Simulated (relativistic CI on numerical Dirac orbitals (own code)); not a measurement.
**One change at a time: Tl XVI**

Base calculation: Dirac-Coulomb-Breit CI, separate exchange-only KLI orbitals for each configuration, QED by a radiative potential, unscaled Slater integrals.

Configuration list (outside the closed core [Kr] 4d10): 4f14 5s2 5p4, 4f14 5s 5p5, 4f14 5s2 5p3 5d, 4f14 5p6, 4f13 5s2 5p5, 4f14 5s 5p4 5d, 4f14 5s2 5p3 5f, 4f14 5s2 5p3 5g, 4f14 5s 5p4 5f, 4f14 5s2 5p3 6s, 4f13 5s2 5p4 5d, 4f14 5s2 5p2 5d2, 4f14 5s2 5p 5d3, 4f14 5s 5p2 5d3, 4f14 5s2 5p 5d2 5f, 4f14 5s2 5p 5d2 5g. Double excitations out of closed p, d and f shells are left out; levels of such configurations are missing from the list, as are those of other unlisted configurations, and high levels can miss mixing partners. Some configurations lack a partner that the ground configuration has and come out too high, among them 4f13 5s2 5p4 5d, 4f14 5s 5p4 5f, 4f14 5s2 5p3 6s.

Variants: (1) configuration mixing switched off; (2) one mean potential for all configurations. Shifts of the energy above 4f14 5s2 5p4 3P_2, in cm⁻¹, for the lowest level and the first level of each name with at least 55 % of one term (blank where a level changes its place among those of its configuration and J or its character, or is not in the variant):

```tsv
Level	Base	Δ(1)	Δ(2)
4f14 5s2 5p4 3P_2	0	0	0
4f14 5s2 5p4 1S_0	33739	+1504	0
4f14 5s2 5p4 3P_1	195222	+1682	-176
4f14 5s2 5p4 1D_2	212993	+3341	-137
4f14 5s2 5p4 3P_0	423232	+6410	-327
4f13 5s2 5p5 3F_4	609204	-17925	+19308
4f13 5s2 5p5 3G_5	617189	-18167	+19093
4f13 5s2 5p5 1D_2	632097	-18375	+19152
4f13 5s2 5p5 3F_3	643142	-17935	+20253
4f14 5s2 5p3 5d 3D°_1	661087	-24114	-284
4f13 5s2 5p5 3D_1	663590	-17966	+20106
4f14 5s2 5p3 5d 3G°_4	755036	-10640	-248
4f14 5s2 5p3 5d 3G°_5	787343	-10066	-228
4f13 5s2 5p5 3D_3	827246	-17974	+21705
4f13 5s2 5p5 3G_3	859723	-18100	+22669
```

At this charge transitions that keep the count of f electrons are usually good to a few per cent. Levels and lines within the n = 5 or 6 shells can be off by up to 10 % or somewhat more, and those that change n by about 2 %, since core polarisation is missing. Levels that differ in their count of f electrons can be misplaced by several ten thousand cm⁻¹, since the correlation energy of f electrons is missing or only estimated; rates across such gaps can be off by orders of magnitude.

Ionisation energy from one configuration of each of the two ions, the ground ones as tabulated or assumed: base 353.722 eV. The NIST ASD value (theoretical) is 366 ± 19 eV.

LS names give the leading component of a level, which can be under half, so a name can repeat, a term be missing and a line seem to break the LS rules.
